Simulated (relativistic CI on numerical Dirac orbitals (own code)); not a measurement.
**P VI: calculation against measurement**

Method of calculation: Dirac-Coulomb-Breit CI, orbitals from a KLI potential per configuration, model QED, valence Slater integrals scaled by 0.9, configuration energies shifted to the measured levels that pair with them (semi-empirical) (own radial code, finite nucleus).

Configurations in the expansion (outside the closed core 1s2): 2s2.2p6, 2s2.2p5.3s, 2s2.2p5.3p, 2s2.2p5.3d, 2s2.2p5.4d, 2s2.2p5.4f, 2s2.2p5.5s, 2s2.2p5.5d, 2s2.2p5.6s, 2s2.2p5.6d, 2s2.2p5.7d, 2s2.2p5.4s, 2s2.2p5.4p, 2s.2p6.3s, 2s.2p6.3p, 2s2.2p4.3s2, 2s.2p6.3d, 2s2.2p4.3s.3p, 2s2.2p4.3p2, 2s2.2p4.3s.3d, 2s.2p6.4s, 2s2.2p4.3p.3d, 2s.2p6.4p, 2s.2p6.4d, 2s.2p6.4f, 2s.2p5.3s2, 2s2.2p4.3d2. Levels of other configurations are missing.

```tsv
Configuration	Term (tabulated)	J	Measured (cm⁻¹)	Computed	Error	Purity (%)
2s2.2p6	1S	0	0.0	0	0	100
2s2.2p5.3s	3P°	0	1097062.1	1097387	325	100
2s2.2p5.3s	1P°	1	1103116.1	1102791	-325	84
2s2.2p5.3p	3S	1	1171426.2	1172909	1483	97
2s2.2p5.3p	3D	3	1185452.0	1185513	61	100
2s2.2p5.3p	3D	1	1189314.2	1189253	-61	77
2s2.2p5.3p	3P	0	1197983.4	1197209	-774	100
2s2.2p5.3p	3P	1	1198998.6	1198372	-627	65
2s2.2p5.3p	1S	0	1242588.5	1247023	4434	97
2s2.2p5.3d	3P°	0	1305796.3	1305852	56	100
2s2.2p5.3d	3P°	1	1306655.8	1306701	45	98
2s2.2p5.3d	3P°	2	1308493.3	1308501	8	93
2s2.2p5.3d	3F°	4	1310890.6	1310841	-50	100
2s2.2p5.3d	3F°	3	1312297.8	1312290	-8	79
2s2.2p5.3d	3F°	2	1314860.0	1314733	-127	75
2s2.2p5.4d	2[1/2]°	1	1516530.0	1516030	-500	94
2s2.2p5.4d	2[3/2]°	1	1523460.0	1523460	0	83
2s2.2p5.4f	2[3/2]	1	1529334.0	1529389	55	100
2s2.2p5.4f	2[3/2]	2	1529450.0	1529504	54	70
2s2.2p5.4f	2[9/2]	5	1529982.0	1530067	85	100
2s2.2p5.4f	2[9/2]	4	1529999.0	1530091	92	54
2s2.2p5.4f	2[5/2]	3	1530271.0	1530276	5	57
2s2.2p5.4f	2[5/2]	2	1530389.0	1530390	1	44
2s2.2p5.4f	2[7/2]	3	1530877.0	1530861	-16	39
2s2.2p5.4f	2[7/2]	4	1530893.0	1530877	-16	69
2s2.2p5.4d	2[3/2]°	1	1531210.0	1532837	1627	84
2s2.2p5.4f	2[5/2]	3	1537573.0	1537524	-49	43
2s2.2p5.4f	2[7/2]	3	1537607.0	1537602	-5	69
2s2.2p5.4f	2[7/2]	4	1537631.0	1537630	-1	38
2s2.2p5.4f	2[5/2]	2	1537657.0	1537598	-59	55
```

Measured levels from Martin, Zalubas and Musgrove, J. Phys. Chem. Ref. Data 14, 751 (1985); pairs were made by configuration, J and term (by order where the table uses no LS term), so strongly mixed levels may be paired wrongly.

Mean error by configuration (cm⁻¹): 2s2.2p5.3s 0; 2s2.2p5.3p 753; 2s2.2p5.3d -13; 2s2.2p5.4d 376; 2s2.2p5.4f 12. Over the excited levels the mean absolute error is 378 cm⁻¹ (29 of the 38 excited levels that our extract of the source holds in range could be paired, and the others can miss by more), and the median relative error of those above 1,000 cm⁻¹ is 0.0038 %, both after the shifts were fitted to these levels, so that a configuration with one level shows no error.

Configurations whose levels could be paired with our table of measured levels were shifted onto them, all but the ground configuration, by the median error of their levels; single terms can still be off by 1,000 to 2,000 cm⁻¹ or more, and rates follow the energies as ν³ (E1, M1) or ν⁵ (E2). The others borrow a shift and can be off by several thousand cm⁻¹ or more. 29 of the 38 excited levels that our extract of the measured tables holds in this range could be paired (the sources list more); they are missed by 378 cm⁻¹ on average and 4434 at most, after the shifts were fitted to these levels, and levels without a partner can miss by more.

Shifts applied (cm⁻¹): 2s2.2p6 0; 2s2.2p5.3s 83; 2s2.2p5.3p -869; 2s2.2p5.3d -984; 2s2.2p5.4d 737; 2s2.2p5.4f -725.
